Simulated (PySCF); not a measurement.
C10H17PSi.
Numbering: `[CH3:1][Si:2]([CH3:3])([CH3:4])[CH2:5][PH:6][c:7]1[cH:8][cH:9][cH:10][cH:11][cH:12]1` (hydrogens: H13, H14, H15 on C1; H16, H17, H18 on C3; H19, H20, H21 on C4; H22, H23 on C5; H24 on P6; H25 on C8; H26 on C9; H27 on C10; H28 on C11; H29 on C12)

Computed, not measured: PBE0-D3(BJ)/def2-SVP geometry optimisation, gas phase in PySCF 2.14.0.

Problem. What internal coordinates does the optimisation give?

Solution. 
```
                   bond  length (Å)
 C1–Si2, Si2–C3, Si2–C4       1.882
                 Si2–C5       1.897
                  C5–P6       1.857
                  P6–C7       1.839
          C7–C8, C7–C12       1.401
         C8–C9, C11–C12       1.394
        C9–C10, C10–C11       1.394
C1–H13 and 8 like bonds       1.102
         C5–H22, C5–H23       1.104
                 P6–H24       1.428
        C8–H25, C12–H29       1.094
        C9–H26, C11–H28       1.093
                C10–H27       1.093
```

Bonds in one row agree within 0.01 Å and their mean is given. A selection of angles:
```
     angle  degrees
Si2–C1–H13    111.2
H13–C1–H14    107.8
 C1–Si2–C3    110.2
 C1–Si2–C5    108.5
 C3–Si2–C5    109.2
 Si2–C5–P6    113.7
Si2–C5–H22    110.3
Si2–C5–H23    107.6
 P6–C5–H22    111.3
 P6–C5–H23    106.6
H22–C5–H23    107.0
  C5–P6–C7    101.0
 C5–P6–H24     97.3
 C7–P6–H24     96.5
  P6–C7–C8    118.2
 P6–C7–C12    123.2
 C8–C7–C12    118.6
  C7–C8–C9    120.8
 C7–C8–H25    119.4
 C9–C8–H25    119.8
 C8–C9–C10    120.1
 C8–C9–H26    119.8
C10–C9–H26    120.1
C9–C10–C11    119.7
C9–C10–H27    120.2
```

Dihedral angles: C1–Si2–C5–P6 -178° (antiperiplanar); Si2–C5–P6–C7 171° (antiperiplanar); C5–P6–C7–C8 96° (anticlinal). The mirror-image conformer, all signs reversed, is as good.

The 6-membered ring C7–C8–C9–C10–C11–C12 has internal angles of 118.6° to 120.8°; it is planar, 0.00 Å rms from its mean plane, widest ring torsion 1°. Si2 (four-coordinate silicon) is tetrahedral (angles from 108.5° to 110.2°). P6 (phosphine phosphorus) is pyramidal (angles 101.0°, 97.3° and 96.5°, sum 294.8°, 0.82 Å off the plane of its three neighbours). Of the pairs four or more bonds apart, H24···H29 is among the closest relative to their van der Waals radii: 2.42 Å, 101 % of the sum of Bondi's values.

Point group: C1 (no symmetry element, even within 0.4 Å). No PBE0-D3(BJ)/def2-SVP frequencies stand behind this structure, so it isn't proved a minimum. One conformer, not necessarily the lowest.

Hardware: AMD EPYC 7R43, one thread, no GPU (shared host). Cost: 17 min, 1.7 GiB resident at most. This is the geometry optimisation.
